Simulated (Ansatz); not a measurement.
Ansatz results at the PBE0-D4/def2-TZVP geometry: size of the dipole moment (PBE/def2-TZVPP) 3.29 D; size of the dipole moment (ωB97M-V/def2-TZVPP) 2.38 D; size of the dipole moment (B3LYP/def2-TZVPP) 2.86 D.

Each molecule was computed in one conformer, which needn't be the lowest.

Problem. Which molecule gave them?
A. `[F][GeH][I]`•
B. `N[SiH]([O])Cl`•
C. `F[C](F)C(F)(F)F`•
D. `[CH2]OCC`•

Solution. B. The others give `[F][GeH][I]`•: 1.62, 1.87, 1.80; `F[C](F)C(F)(F)F`•: 0.42, 0.47, 0.47; `[CH2]OCC`•: 1.31, 1.35, 1.34.

B3LYP here is the variant with VWN-RPA as its local correlation; programs differ in this.
